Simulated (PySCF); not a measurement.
Ga(OH)2(OiPr), SMILES [O](C(C)C)[Ga]([OH])[OH] (C₃H₉GaO₃), GFN2-xTB optimised geometry.

```
16

Ga    -0.82     0.54     0.00
O     -1.83    -0.90     0.00
H     -2.78    -0.84     0.00
O     -1.50     2.15     0.00
H     -2.44     2.29    -0.01
O      0.93     0.54     0.00
C      1.76    -0.60     0.01
C      1.55    -1.44    -1.25
C      1.55    -1.43     1.27
H      2.78    -0.19     0.01
H      0.52    -1.81    -1.25
H      2.23    -2.29    -1.26
H      1.71    -0.83    -2.13
H      1.71    -0.82     2.15
H      0.52    -1.80     1.27
H      2.23    -2.28     1.29
```

Density from PBE0/def2-TZVP (PySCF) at that geometry.

Minimum of the electron density along straight lines between bonded atoms, close to the bond critical point (lines longer than 1.1 times the sum of covalent radii, or with two minima, are not listed):

```csv
bond,length / Å,ρ at the minimum / e bohr⁻³,∇²ρ there / e bohr⁻⁵,position (fraction from the first atom)
Ga1–O2,1.761,0.142,0.80,0.48
O2–H3,0.955,0.363,-2.48,0.81
Ga1–O4,1.742,0.148,0.85,0.49
O4–H5,0.956,0.362,-2.47,0.81
Ga1–O6,1.752,0.145,0.80,0.49
O6–C7,1.414,0.258,-0.54,0.65
C7–C8,1.524,0.253,-0.65,0.51
C7–C9,1.524,0.253,-0.65,0.51
C7–H10,1.101,0.283,-1.00,0.65
C8–H11,1.091,0.277,-0.94,0.64
C8–H12,1.087,0.279,-0.95,0.64
C8–H13,1.088,0.279,-0.96,0.64
C9–H14,1.088,0.279,-0.96,0.64
C9–H15,1.092,0.277,-0.94,0.64
C9–H16,1.087,0.279,-0.95,0.64
```
